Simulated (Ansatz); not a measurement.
SiPt₂. The state is a quintet with charge 0. Geometry PBE0-D4/def2-TZVP.

```xyz
3

Pt   -2.2018    0.2520   -0.0664
Pt    2.2063   -0.2525    0.0665
Si   -0.0046    0.0005   -0.0001
```

In the def2 sets Pt takes a core potential; there is no spin–orbit coupling. At HF/def2-TZVP the charge 0 quintet is spin-contaminated (final ⟨S²⟩ up to 6.17, 6.00 for a pure state). At revPBE-D4/def2-TZVP the gap within one spin of the charge 0 quintet nearly closes, so an electron or hole may be smeared out by delocalisation error. At PBE0-D4/def2-TZVP a singlet of charge 0 lies 3.61 eV below the quintet, each at its own geometry. The structure comes from a short search, and lower isomers may exist.

(1) Estimate the α-spin orbital energies around the gap (eV) in Ansatz with HF/def2-TZVP, revPBE-D4/def2-TZVP, r2SCAN-D4/def2-TZVP, PBE0-D4/def2-TZVP, ωB97M-V/def2-TZVP.

## Answers

(1) 
```json
{"orbital": "HOMO−9", "HF/def2-TZVP": "-13.48", "revPBE-D4/def2-TZVP": "-7.79", "r2SCAN-D4/def2-TZVP": "-8.56", "PBE0-D4/def2-TZVP": "-9.39", "ωB97M-V/def2-TZVP": "-11.89"}
{"orbital": "HOMO−8", "HF/def2-TZVP": "-13.34", "revPBE-D4/def2-TZVP": "-7.71", "r2SCAN-D4/def2-TZVP": "-8.40", "PBE0-D4/def2-TZVP": "-9.29", "ωB97M-V/def2-TZVP": "-11.63"}
{"orbital": "HOMO−7", "HF/def2-TZVP": "-12.84", "revPBE-D4/def2-TZVP": "-7.60", "r2SCAN-D4/def2-TZVP": "-8.23", "PBE0-D4/def2-TZVP": "-9.00", "ωB97M-V/def2-TZVP": "-11.60"}
{"orbital": "HOMO−6", "HF/def2-TZVP": "-12.82", "revPBE-D4/def2-TZVP": "-7.40", "r2SCAN-D4/def2-TZVP": "-7.76", "PBE0-D4/def2-TZVP": "-8.93", "ωB97M-V/def2-TZVP": "-11.09"}
{"orbital": "HOMO−5", "HF/def2-TZVP": "-12.77", "revPBE-D4/def2-TZVP": "-7.06", "r2SCAN-D4/def2-TZVP": "-7.58", "PBE0-D4/def2-TZVP": "-8.69", "ωB97M-V/def2-TZVP": "-11.05"}
{"orbital": "HOMO−4", "HF/def2-TZVP": "-12.46", "revPBE-D4/def2-TZVP": "-7.03", "r2SCAN-D4/def2-TZVP": "-7.55", "PBE0-D4/def2-TZVP": "-8.34", "ωB97M-V/def2-TZVP": "-10.56"}
{"orbital": "HOMO−3", "HF/def2-TZVP": "-11.71", "revPBE-D4/def2-TZVP": "-6.97", "r2SCAN-D4/def2-TZVP": "-7.19", "PBE0-D4/def2-TZVP": "-8.20", "ωB97M-V/def2-TZVP": "-10.56"}
{"orbital": "HOMO−2", "HF/def2-TZVP": "-9.44", "revPBE-D4/def2-TZVP": "-6.59", "r2SCAN-D4/def2-TZVP": "-6.76", "PBE0-D4/def2-TZVP": "-7.52", "ωB97M-V/def2-TZVP": "-9.75"}
{"orbital": "HOMO−1", "HF/def2-TZVP": "-7.51", "revPBE-D4/def2-TZVP": "-4.68", "r2SCAN-D4/def2-TZVP": "-5.05", "PBE0-D4/def2-TZVP": "-5.25", "ωB97M-V/def2-TZVP": "-6.64"}
{"orbital": "HOMO", "HF/def2-TZVP": "-6.17", "revPBE-D4/def2-TZVP": "-4.09", "r2SCAN-D4/def2-TZVP": "-4.57", "PBE0-D4/def2-TZVP": "-5.14", "ωB97M-V/def2-TZVP": "-6.51"}
{"orbital": "LUMO", "HF/def2-TZVP": "-0.31", "revPBE-D4/def2-TZVP": "-3.75", "r2SCAN-D4/def2-TZVP": "-3.79", "PBE0-D4/def2-TZVP": "-3.11", "ωB97M-V/def2-TZVP": "-1.29"}
{"orbital": "LUMO+1", "HF/def2-TZVP": "0.18", "revPBE-D4/def2-TZVP": "-2.22", "r2SCAN-D4/def2-TZVP": "-2.34", "PBE0-D4/def2-TZVP": "-1.85", "ωB97M-V/def2-TZVP": "-0.45"}
{"orbital": "LUMO+2", "HF/def2-TZVP": "1.33", "revPBE-D4/def2-TZVP": "-1.18", "r2SCAN-D4/def2-TZVP": "-1.22", "PBE0-D4/def2-TZVP": "-0.75", "ωB97M-V/def2-TZVP": "0.90"}
{"orbital": "LUMO+3", "HF/def2-TZVP": "2.06", "revPBE-D4/def2-TZVP": "-0.93", "r2SCAN-D4/def2-TZVP": "-0.65", "PBE0-D4/def2-TZVP": "-0.26", "ωB97M-V/def2-TZVP": "1.26"}
{"orbital": "LUMO+4", "HF/def2-TZVP": "2.86", "revPBE-D4/def2-TZVP": "0.27", "r2SCAN-D4/def2-TZVP": "0.39", "PBE0-D4/def2-TZVP": "0.78", "ωB97M-V/def2-TZVP": "2.60"}
{"orbital": "LUMO+5", "HF/def2-TZVP": "3.52", "revPBE-D4/def2-TZVP": "0.51", "r2SCAN-D4/def2-TZVP": "0.90", "PBE0-D4/def2-TZVP": "1.24", "ωB97M-V/def2-TZVP": "2.84"}
{"orbital": "β HOMO", "HF/def2-TZVP": "-9.13", "revPBE-D4/def2-TZVP": "-6.16", "r2SCAN-D4/def2-TZVP": "-6.35", "PBE0-D4/def2-TZVP": "-7.27", "ωB97M-V/def2-TZVP": "-9.52"}
{"orbital": "β LUMO", "HF/def2-TZVP": "0.27", "revPBE-D4/def2-TZVP": "-6.13", "r2SCAN-D4/def2-TZVP": "-5.84", "PBE0-D4/def2-TZVP": "-4.68", "ωB97M-V/def2-TZVP": "-2.30"}
```
